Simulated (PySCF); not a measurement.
Isomers of C8H9OP, one conformer each; single-point electronic energies without zero-point terms and without any empirical dispersion term.

All values: PBE0/pcSseg-1 (PySCF, non-relativistic), each on one gas-phase PBE0-D3(BJ)/def2-SVP geometry that isn't relaxed in the solvent. The solvent is an IEF-PCM continuum (van der Waals radii × 1.2). Only the electrostatic response of the medium enters.

```
             isomer  relative energy, gas (kJ/mol)  dipole (D)
`O=C(C)c1cc(cpc1)C`                            0.0        1.13
`Cc1cc(C)pc(C=O)c1`                           19.8        5.13
`CC#CP(C)C1=COC=C1`                          217.9        1.69
```

Question: How do the relative energies look in benzene (ε = 2.271)?

Answer: 
```
             isomer  relative energy, solvent (kJ/mol)  E(solvent) − E(gas) (kJ/mol)  dipole in solvent (D)
`O=C(C)c1cc(cpc1)C`                                0.0                         -11.2                   1.31
`Cc1cc(C)pc(C=O)c1`                               18.1                         -12.9                   5.99
`CC#CP(C)C1=COC=C1`                              217.0                         -12.1                   1.89
```

The order is unchanged. Conformers: `[CH3:1][C:2](=[O:3])[c:4]1[cH:5][p:6][cH:7][c:8]([CH3:9])[cH:10]1` with C1–C2–C4–C5 -3°; `[CH3:1][c:2]1[cH:3][c:4]([CH3:5])[p:6][c:7]([CH:8]=[O:9])[cH:10]1` with P6–C7–C8–O9 0°; `[CH3:1][C:2]#[C:3][P:4]([CH3:5])[c:6]1[cH:7][cH:8][o:9][cH:10]1` with C3–P4–C6–C7 57°. `Cc1cc(C)pc(C=O)c1` gains most from the continuum, and it has the largest gas-phase dipole. The gains span 1.7 kJ/mol, the gas-phase energies 217.9 kJ/mol.
